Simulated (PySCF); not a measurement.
Sb(SiH3)(TeH)2 (H5SbSiTe2), SMILES [Sb]([TeH])([SiH3])[TeH].

Geometry optimised at PBE0-D3(BJ)/def2-SVP. The def2 effective core potentials stand for the cores of Sb, Te; spin–orbit coupling is left out.

Vertical ionisation energy (IE) and electron affinity (EA) in eV. Rows of orbital energies are one-electron estimates. Where ΔSCF, EOM or ADC give a negative EA the extra electron is unbound and the value depends on the basis.

```csv
level,IE,EA
"−ε(HOMO), −ε(LUMO), r2SCAN/def2-TZVP (PySCF)",5.55,2.56
"−ε(HOMO), −ε(LUMO), PBE/def2-TZVP (PySCF)",…,…
```

**Question.** Fill in the missing entries. (Estimate from the structure and the level; the computed values follow.)

**Answer.** 
- −ε(HOMO), −ε(LUMO), PBE/def2-TZVP (PySCF), IE: 5.30
- −ε(HOMO), −ε(LUMO), PBE/def2-TZVP (PySCF), EA: 2.66
